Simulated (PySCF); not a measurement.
**Ionising CdPb**

ROHF-MP2; PySCF, scalar-relativistic core potentials, basis sets Cd def2-SVP with ECP28, Pb def2-SVP with ECP60. Neutral (ROHF): triplet (π ↑↑), Re = 2.902 Å, ωe = 100 cm⁻¹, De = 0.49 eV.

CdPb⁺ (ROHF): doublet (π ↑), Re = 3.006 Å, ωe = 103 cm⁻¹. The energies at the minima are -359.11697 hartree for CdPb and -358.88474 for CdPb⁺.

(1) Work out the adiabatic ionisation energy, without and with harmonic zero-point energies (1 hartree = 27.2114 eV, 1 eV = 8065.5 cm⁻¹), and the change of the bond length.

Correlated steps freeze 4 core orbitals. Weak bonds: CdPb. Basis-set superposition, not corrected here, can be much of De in a small basis, most of all at correlated wavefunction levels. Spin–orbit coupling is left out, which matters for elements this heavy, above all for dissociation energies. States were picked by a PBE0 search and need not be the measured ground states.

## Answers

(1) At ROHF-MP2: 0.23223 hartree = 6.319 eV between the minima; the zero-point term (103.0 − 100.0)/2 cm⁻¹ = +0.000 eV makes it 6.319 eV. Re changes by +10.4 pm against the neutral. The electron leaves a π orbital, and the longer bond of the ion fits a bonding orbital, or a change in how ionic the bond is.
